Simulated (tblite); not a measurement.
Run record: tight-binding relaxation, `C#C[Si@H](/C=C\C)NC`.

Computed with GFN2-xTB geometry optimisation, gas phase (tblite 0.8.0). Start geometry: from a force field or distance geometry. The input is one job of a driver script: a line of settings, then coordinates in Å.

Command:
```bash
OMP_NUM_THREADS=1 python probes_run.py task.json out
```

Input:
```
{"job": {"kind": "relax", "xc": "GFN2-xTB", "basis": "xTB"}, "charge": 0, "multiplicity": 1}
C     -1.770200     3.269300    -0.185700
C     -1.148300     2.280800     0.023000
Si    -0.150500     0.714400     0.369100
C      1.369900     0.671100    -0.652800
C      2.325000    -0.279400    -0.717400
C      2.405600    -1.577500     0.012200
N     -1.116200    -0.624100    -0.069500
C     -2.352700    -0.990800     0.596200
H     -2.338500     4.152400    -0.375200
H      0.153700     0.589800     1.808900
H      1.475300     1.550800    -1.260000
H      3.151600    -0.098100    -1.406700
H      2.377100    -2.407100    -0.686100
H      1.609500    -1.722100     0.735900
H      3.355800    -1.618200     0.561200
H     -1.277300    -0.578300    -1.056600
H     -2.210900    -1.156900     1.668300
H     -3.133800    -0.237700     0.454100
H     -2.735100    -1.929300     0.173500
```

**Question.** Estimate the output.

**Answer.** 
```
step      E/eV     max force
  0    -625.75006    2.297
  1    -625.69378    5.482
  2    -625.83944    0.905
  3    -625.85212    0.858
  4    -625.86901    0.452
  5    -625.90223    0.322
  6    -625.91080    0.322
  7    -625.92065    0.202
  8    -625.92747    0.246
  9    -625.93471    0.239
... (63 lines left out)
 73    -625.99230    0.026
 74    -625.99241    0.020
 75    -625.99246    0.017
 76    -625.99249    0.015
 77    -625.99253    0.014
 78    -625.99258    0.013
 79    -625.99261    0.010
 80    -625.99262    0.010
 81    -625.99264    0.010
 82    -625.99265    0.008
```

«max force» is the largest atomic force in eV/Å.

**Question.** From which step on does the largest force stay under 0.1 eV/Å, and how much energy is left to gain from there?

**Answer.** From step 30 (0.069 eV/Å), 17.1 meV above the end.

Main results: energy lowered by 5.6 kcal/mol over 82 steps; largest atomic force 0.008 eV/Å at the end.

**Question.** Give the final coordinates.

**Answer.** 0.231 Å rms from the input after alignment:
```
atom  x, y, z in Å
C1    -1.6319    3.3344   -0.0773
C2    -1.0442    2.3034    0.1165
Si3   -0.1794    0.6757    0.3860
C4     1.3501    0.7064   -0.7086
C5     2.2930   -0.2225   -0.7815
C6     2.3117   -1.5056   -0.0235
N7    -1.1086   -0.7119   -0.0444
C8    -2.3755   -1.0272    0.5684
H9    -2.1352    4.2444   -0.2421
H10    0.0837    0.5579    1.8281
H11    1.4794    1.5990   -1.3080
H12    3.1477   -0.0784   -1.4365
H13    2.3914   -2.3467   -0.7125
H14    1.4132   -1.6197    0.5749
H15    3.1837   -1.5366    0.6306
H16   -1.0706   -1.0253   -1.0031
H17   -2.3265   -0.7714    1.6247
H18   -3.2097   -0.4713    0.1248
H19   -2.5823   -2.0955    0.4760
```

The run took 0.51 s of wall time on one thread, Arm Neoverse V2 (aarch64), shared host with 96 logical CPUs at a one-minute load of 55.
Labels such as C1 count atoms from 1, the log's own numbers from 0.
